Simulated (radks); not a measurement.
Results of a calculation; reference values are marked as such.
Task: These are the eigenvalues of the occupied orbitals of an atom or ion with whole-number occupations (hartree). Level of theory: non-relativistic Kohn-Sham, PBE, spin-polarised, spherical densities, point nucleus (a radial shooting solver on a logarithmic mesh with Libxc functionals).

1s: -1409.136
2s: -220.5179
2p: -208.6502
3s: -48.79010
3p: -43.66248
3d: -34.11363
4s: -11.10609
4p: -9.18603
4d: -5.81513
5s: -2.75191
5p: -2.19017

Which element is it, and in what charge state? The configuration may be excited. Open shells, if any, are filled with parallel spins first.

Result: Z = 58, cerium, charge +4: Ce4+ in [Xe]. The list shows which subshells hold electrons but not how many an open one holds; the 1s level, -1409.1 hartree, gives Z - s = 53.1 by -(Z - s)^2/2, which with screening narrows Z to a few neighbours, and the depths of the outer levels then fix element, charge and occupations together.
